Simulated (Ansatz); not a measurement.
A nudged elastic band was laid between two geometries of BrH + F2H2Si (7 atoms, charge 0, multiplicity 1).

Computed with Ansatz, RHF/def2-SVP.

```json
{
 "movable images": "7",
 "climbing image": "yes",
 "spring": "5.0 eV/Å²",
 "optimiser": "quadratic models (default)",
 "start path": "through a guess of the saddle point",
 "force threshold": "0.5 eV/Å",
 "iteration limit": "60",
 "end points": "relaxed"
}
```

Initial state:

```xyz
7
Properties=species:S:1:pos:R:3
Si 0.427 0.124 -0.129
H 0.913 0.567 1.176
F 1.676 -0.317 -1.020
H -0.351 1.116 -0.868
F -0.472 -1.187 0.077
Br -2.942 0.438 2.119
H -2.602 -0.846 1.652
```

Final state:

```xyz
7
Properties=species:S:1:pos:R:3
Si -0.736 -0.237 -0.671
H 0.522 0.459 2.871
F 0.329 -0.881 0.320
H -0.563 1.205 -0.714
F -0.464 -0.860 -2.107
Br -2.749 -0.803 -0.019
H 0.310 1.011 3.328
```

(1) Which bonds break or form, and what moves?

(2) What energy profile does the band end with?

(3) What is the geometry of the highest image?

Answers

(1) Bonds broken: Si1–H2, Br6–H7. Bonds formed: Si1–Br6, H2–H7. BrH + F2H2Si becomes BrF2HSi + H2.

(2) The run converged. The highest image is number 3 of 0 to 8, 238.4 kJ/mol above the first end and 278.9 kJ/mol above the last; the last end lies 40.5 kJ/mol below the first. The threshold of 0.5 eV/Å is loose, so the images may lie well off the minimum-energy path. Neighbouring images differ by up to 2.2 eV, so the band resolves the path poorly. The order of the stationary point at the top wasn't checked. The orbitals stay closed-shell, which can raise the energy where a bond breaks towards radicals; this wasn't checked here.

| image | path coordinate (Å) | energy (kJ/mol) | Si1–H2 (Å) | Br6–H7 (Å) | Si1–Br6 (Å) |
| --- | --- | --- | --- | --- | --- |
| 0 | 0.00 | 0.0 | 1.46 | 1.41 | 4.06 |
| 1 | 1.17 | 5.4 | 1.46 | 1.41 | 3.90 |
| 2 | 2.33 | 29.6 | 1.47 | 1.41 | 3.45 |
| 3 | 3.50 | 238.4 | 1.68 | 1.82 | 2.66 |
| 4 | 4.66 | 72.5 | 2.47 | 2.36 | 2.26 |
| 5 | 5.81 | -27.8 | 3.29 | 3.02 | 2.19 |
| 6 | 6.97 | -40.1 | 3.89 | 4.08 | 2.19 |
| 7 | 8.12 | -40.3 | 3.93 | 4.27 | 2.19 |
| 8 | 9.28 | -40.5 | 3.82 | 4.88 | 2.19 |

(3) 
```xyz
7
Properties=species:S:1:pos:R:3
Si -0.248 -0.032 -0.047
H 0.174 0.110 1.577
F 1.335 -0.123 -0.311
H -0.745 1.127 -0.744
F -0.631 -1.505 -0.484
Br -2.509 0.227 1.335
H -0.727 0.090 1.680
```

Time of the run: 3.2 min on 1 thread of Intel(R) Xeon(R) Platinum 8488C (Sapphire Rapids), with other jobs on the host, peak memory 0.21 GiB.
